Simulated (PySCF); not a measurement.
# One molecule, several mistakes: ClFH3Si2

These are calculations, not measurements. The program is PySCF 2.14.0, an open-source quantum chemistry code, run on an isolated molecule that a program drew, which may never have been made. The molecule is ClFH3Si2 (charge 0, doublet), drawn as the SMILES string `F[SiH]([SiH2])Cl`.

Each row is a Hartree-Fock (HF) and frozen-core CCSD(T) single point in the cc-pV(D+d)Z basis, meant for a local HF minimum. Run 1 is clean. Each other run has one planted mistake out of seven kinds, and not every kind appears here: one electron removed, one electron added, multiplicity raised by two, geometry at a saddle point, minimal basis STO-3G, one bond length entered in bohr, all coordinates scaled. The reference is restricted for singlets and unrestricted otherwise, and also for a bond in bohr. Adding or removing an electron swaps singlet and doublet. Electrons count all cores. HOMO and LUMO are orbital energies over both spins, the gradient is its largest component, and the lowest frequency (negative if imaginary) is given only where the gradient is small. Bond lengths are over the 6 bonds as drawn. T1 is the CCSD diagnostic: over 0.02 (restricted) or 0.045 (unrestricted) a single reference is doubtful.

Geometry of the clean run:
```xyz
7
ClFH3Si2, angstrom
F    -0.8862   -1.5487   -0.5901
Si   -0.2626   -1.3158   -2.0576
Si   -0.6506    0.9096   -2.6748
Cl   -1.2522   -2.5641   -3.3651
H     1.1340   -1.7650   -1.9989
H     0.0419    1.8723   -1.7875
H    -0.3051    1.1569   -4.0925
```

| run | electrons | basis functions | <S^2> | HOMO (eV) | LUMO (eV) | gradient (hartree/bohr) | lowest frequency (cm^-1) | mean bond (Å) | longest bond (Å) | T1 | HF (hartree) | CCSD(T) (hartree) | mistake |
|---|---|---|---|---|---|---|---|---|---|---|---|---|---|
| 1 | 57 | 98 | 0.758 | -9.44 | 0.50 | 1.4e-05 | 111 | 1.7405 | 2.342 | 0.0130 | -1138.64144 | -1139.19889 | no fault |
| 2 | 57 | 35 | 0.754 | -7.01 | 5.50 | 4.1e-02 | - | 1.7405 | 2.342 | 0.0086 | -1125.60619 | -1125.72152 | minimal basis STO-3G |
| 3 | 58 | 98 | 0.000 | -1.27 | 8.22 | 5.6e-02 | - | 1.7405 | 2.342 | 0.0123 | -1138.65303 | -1139.24033 | one electron added |
| 4 | 57 | 98 | 3.759 | -4.99 | -2.63 | 1.9e-02 | - | 1.7405 | 2.342 | 0.0251 | -1138.41030 | -1138.96830 | multiplicity raised by two |
| 5 | 56 | 98 | 0.000 | -16.88 | -7.61 | 6.0e-02 | - | 1.7405 | 2.342 | 0.0154 | -1138.32789 | -1138.87991 | ? |
| 6 | 57 | 98 | 0.758 | -9.23 | 0.72 | 1.0e-01 | - | 1.6152 | 2.173 | 0.0119 | -1138.59691 | -1139.15055 | ? |

**Which mistake was planted in run 5, and what did it cost?**

It counts 56 electrons, one fewer than the clean run, at the same geometry and basis. So the mistake is: one electron removed. Subtracting run 1 and multiplying by 627.51 kcal/mol a hartree, the energy moved by 196.8 kcal/mol in HF and 200.2 kcal/mol in CCSD(T).

**Which mistake was planted in run 6, and what did it cost?**

The mean and the longest bond both change by the same factor, 0.928, and the gradient is no longer small. So the mistake is: all coordinates scaled. Subtracting run 1 and multiplying by 627.51 kcal/mol a hartree, the energy moved by 27.9 kcal/mol in HF and 30.3 kcal/mol in CCSD(T).

